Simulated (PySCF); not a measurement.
Ga(GeH3)2(OMe), SMILES C[O][Ga]([GeH3])[GeH3] (PBE0/def2-SVP optimised geometry):

```
14

Ga     0.255     0.254     0.000
Ge     1.924    -0.574    -1.579
H      2.880     0.557    -2.008
H      2.771    -1.691    -0.936
H      1.270    -1.151    -2.850
Ge    -2.203     0.254     0.000
H     -2.765     1.691     0.000
H     -2.759    -0.464    -1.246
H     -2.771    -0.462     1.244
O      1.040     1.002     1.428
C      0.425     1.581     2.536
H      0.720     1.054     3.462
H      0.737     2.636     2.645
H     -0.682     1.567     2.487
```

Method: PBE0/def2-TZVP in PySCF.

**Question.** What are the frontier orbital energies and the dipole moment?

**Answer.** HOMO-2 -8.14 eV, HOMO-1 -7.89 eV, HOMO -7.17 eV, LUMO -1.81 eV, LUMO+1 -0.35 eV; dipole moment 0.78 D.

On the same geometry PBE/def2-TZVP run with PySCF gives HOMO-2 -6.78 eV, HOMO-1 -6.48 eV, HOMO -6.10 eV, LUMO -2.50 eV, LUMO+1 -1.18 eV; dipole moment 0.69 D.

Meta-Löwdin charges at PBE0/def2-TZVP: Ga1 0.47, Ge2 0.07, H3 -0.03, H4 -0.03, H5 -0.04, Ge6 0.04, H7 -0.04, H8 -0.04, H9 -0.04, O10 -0.55, C11 -0.11, H12 0.11, H13 0.11, H14 0.08.
